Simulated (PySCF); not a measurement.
TDDFT excited states: C3H3F6P

Compound: C3H3F6P.
SMILES: `P(C(F)(F)F)(C(F)(F)F)C`

Level of theory: TDDFT CAM-B3LYP/def2-SVPD, vertical, gas phase, core orbitals frozen in the response (PySCF 2.14.0, density-fitted response routines). Isolated species at its GFN2-xTB geometry, gas phase. Torsions of this conformer, `[CH3:1][P:2]([C:3]([F:4])([F:5])[F:6])[C:7]([F:8])([F:9])[F:10]`: C1–P2–C3–F4 42°, C1–P2–C7–F8 -42°.

Q: Predict the UV-vis stick spectrum at this level.

A: 

```tsv
state	E (eV)	ν̃ (cm⁻¹)	f	|μ| (D)	symmetry	main configurations (H = HOMO, L = LUMO)
S1	6.97	56180	0.089	1.83	A″	H→L (93%)
S2	7.24	58380	0.078	1.69	A′	H→L+1 (85%)
S3	8.54	68850	0.066	1.42	A′	H→L+2 (72%), H→L+6 (9%)
S4	8.86	71500	0.0047	0.37	A′	H-1→L (22%), H→L+4 (22%), H→L+5 (18%)
S5	8.87	71500	0.0010	0.17	–	H-2→L (43%), H-1→L+1 (33%)
S6	9.06	73070	0.092	1.63	A′	H-1→L (46%), H→L+4 (35%)
S7	9.16	73880	0.0002	0.08	–	H→L+3 (50%), H→L+7 (29%), H-2→L (8%)
S8	9.28	74880	0.091	1.61	A″	H-1→L+1 (41%), H-2→L (34%), H→L+3 (9%)
```

Triplets, Tamm–Dancoff:

```tsv
state	E (eV)	λ (nm)	main configurations (H = HOMO, L = LUMO)
T1	5.41	229.2	H→L (94%)
T2	5.90	210.3	H→L+1 (72%), H→L+2 (9%), H→L+4 (9%)
T3	7.88	157.3	H-1→L (88%)
```

The lowest singlet comes at 178 nm (672 kJ/mol) in the vacuum ultraviolet; it is of moderate strength; its leading configuration is HOMO→LUMO (93%). The largest oscillator strength of a single state is 0.092. S4/S5 lie within about 0.01 eV of each other. Löwdin shares by element: HOMO phosphorus 60%, carbon 24% (atoms not listed hold the other 16%); LUMO phosphorus 48%, carbon 27% (atoms not listed hold the other 24%). Weighted by f, the mean energy of these states is 8.25 eV. Of the 8 states listed, 5 reach f = 0.01 and 1 stays under 0.0005. The oscillator strengths of these states sum to 0.421; summed over the whole spectrum of an exact calculation they would give the number of electrons, 90 (Thomas–Reiche–Kuhn). Symmetry labels in Cs follow from the direction of the transition dipole and are given only for states with f of 0.002 or more. Only the lowest 8 singlets were computed, as vertical energies without vibronic structure.

Time: 2.3 min wall (grids of density and orbitals included); peak memory 1.1 GiB. Hardware: an Arm Neoverse N1 with one thread (shared host).
